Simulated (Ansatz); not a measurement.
Reactions of `CO[SiH](C)O`.

Program: Ansatz. Geometries: PBE0-D4/def2-TZVP. ΔE: electronic, gas phase. CBS: MP2 limit from def2 TZ/QZ plus the TZ coupled-cluster correction, frozen cores. This one scheme is used for every species. def2 core potentials past Kr. For I, Se outer-core shells are correlated without core-valence functions, which leaves a few kJ/mol of doubt a bond. Scalar relativity is left out up to krypton. One conformer a species, not always the lowest.

Task: Order these by ΔE at CCSD(T)/CBS, lowest first. (An estimate is asked.)
A. `CO[SiH](C)O` + `N[SiH](O)F` → `C[Si@H](O)N[Si@@H](O)F` + CH₃OH
B. `CO[SiH](C)O` + CH₄ → `CO[SiH](C)C` + H₂O
C. `CO[SiH](C)O` + H–F → `C[SiH](O)F` + CH₃OH
D. `CO[SiH](C)O` + `CO[SiH2][SeH]` → `CO[SiH2][Se]C` + `C[SiH](O)O`
E. `CO[SiH](C)O` + HI → `C[SiH](O)I` + CH₃OH
F. `CO[SiH](C)O` + `O[SiH](O)O` → `C[SiH](O)O[SiH](O)O` + CH₃OH
G. `CO[SiH](C)O` + `CC(O)(F)F` → `COC(C)(F)F` + `C[SiH](O)O`

Result: D (-58.0 kJ/mol), C (-42.1 kJ/mol), F (-24.3 kJ/mol), G (+0.7 kJ/mol), E (+14.4 kJ/mol), A (+32.2 kJ/mol), B (+112.0 kJ/mol).

Largest T1 diagnostic: 0.011, for `C[SiH](O)O[SiH](O)O`.
